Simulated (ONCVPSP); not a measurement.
Potentials for sulfur compared

Generated with ld1.x 7.5 (TM, RRKJ, ultrasoft, PAW), atompaw 4.2 or ONCVPSP 4.0.1. The cutoff is in Ry: for ld1.x and atompaw files where the sum of valence levels is converged to 10 mRy in a Bessel basis, for ONCV files where the hardest occupied wave has 1 mHa per electron of residual kinetic energy. The error is the largest all-electron minus pseudo excitation energy over each file’s own four to seven test configurations (ionisations up to +4, promotions, holes and added fractions of an electron), all of which were solved. The labels leave out finer settings (local radius, basis sizes, second energies), which also bear on the numbers. Spin-polarised tests are not counted. The rows are a selection from randomly drawn settings: files with unsolved tests, undetermined cutoffs or missed reference levels are left out.

A true bound ghost makes a file unfit for plane-wave use even where its test errors are small: the radial tests pick states by their node count and pass the ghost by.

```csv
potential,cutoff (Ry),largest error (meV),bound ghosts
"ONCV, PBE, scalar-relativistic, rc 0.65/0.75 (sp), local smoothed, core correction yes, reference 2s2 2p6 3s2 3p4, qcut 16.4/19.2, projectors 2/2",317,+8.3,none
"ONCV, PBE, scalar-relativistic, rc 1.15/1.35 (sp), local smoothed, core correction no, reference 3s2 3p3.5, qcut 5.7/6.6, projectors 3/2",29,+3.3,s
"ONCV, LDA (Perdew-Zunger), scalar-relativistic, rc 0.65/0.90 (sp), local smoothed, core correction yes, reference 2s2 2p6 3s1.5 3p4.5, qcut 21.4/12.5, projectors 2/2",283,+1717,none
"ONCV, PBE, scalar-relativistic, rc 1.20/1.20/1.35 (spd), local s, core correction yes, reference 3s2 3p3, qcut 5.3/7.3/8.1, projectors 0/2/2",42,+24,p
"ONCV, LDA (Perdew-Wang 92), non-relativistic, rc 0.95/0.85/0.80 (spd), local smoothed, core correction yes, reference 2s2 2p6 3s2 3p4, qcut 16.5/15.4/14.3, projectors 2/2/2",212,+12,none
```

Fill in the row for S: ONCV, PBE, non-relativistic, rc 0.65/0.80/0.60 (spd), local d, core correction no, reference 2s2 2p6 3s2 3p3, qcut 20.5/18.8/14.2, projectors 2/2/0.

cutoff 274 Ry, largest error -230 meV, bound ghosts: none.

Fill in the row for S: ONCV, PBE, scalar-relativistic, rc 0.95/0.70/0.75 (spd), local smoothed, core correction yes, reference 2s2 2p6 3s2 3p1, qcut 10.5/17.1/11.9, projectors 2/2/2.

cutoff 261 Ry, largest error -593 meV, bound ghosts: none.

Fill in the row for S: ONCV, LDA (Perdew-Wang 92), scalar-relativistic, rc 1.45/1.10/1.55 (spd), local smoothed, core correction yes, reference 3s2 3p2.5, qcut 5.6/6.9/7.2, projectors 2/2/3.

cutoff 52 Ry, largest error -3.3 meV, bound ghosts: none.
